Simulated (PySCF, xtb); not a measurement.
C4H9O, SMILES CCC(C)=[OH+], charge +1.

GFN2-xTB (xtb) at its own geometry gives an orbital gap of 3.35 eV.

Coordinates come from a PBE0-D3(BJ)/def2-SVP optimisation. The isomer is the one that the SMILES or the coordinates give; other isomers of the formula were not compared. Other conformers were not sampled.

Q: What does HF/def2-TZVP run with PySCF give? (An estimate is asked for; the answer gives what the named calculation found.)

A: gap 15.64 eV (levels -18.85 and -3.21 eV).
